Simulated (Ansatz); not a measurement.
Input file for Ansatz (a quantum-chemistry and plane-wave program): R-CCSD(T)/cc-pVDZ on C2H6 (SMILES CC).

Ansatz 0.2 input:
```yaml
crystal:
  periodic: [false, false, false]
  atoms:
    - {symbol: C, position_ang: [0.00002306, 0.00000000, 0.77004531]}
    - {symbol: C, position_ang: [0.00002306, -0.00000000, -0.77004531]}
    - {symbol: H, position_ang: [1.01298738, 0.00000000, 1.17434927]}
    - {symbol: H, position_ang: [-0.50645522, 0.87724828, 1.17436675]}
    - {symbol: H, position_ang: [-0.50645522, -0.87724828, 1.17436675]}
    - {symbol: H, position_ang: [1.01298738, -0.00000000, -1.17434927]}
    - {symbol: H, position_ang: [-0.50645522, 0.87724828, -1.17436675]}
    - {symbol: H, position_ang: [-0.50645522, -0.87724828, -1.17436675]}
basis:
  gaussian:
    orbitals: cc-pVDZ
magnetization: {spin_polarized: false}
correlation: {method: ccsd_t, electrons: outside_noble_gas}
scf: {lower_state_search: off}
```

### Question
Predict the final total energy.

### Answer
-79.5773 hartree (reference determinant -79.2297, T1 diagnostic 0.006).
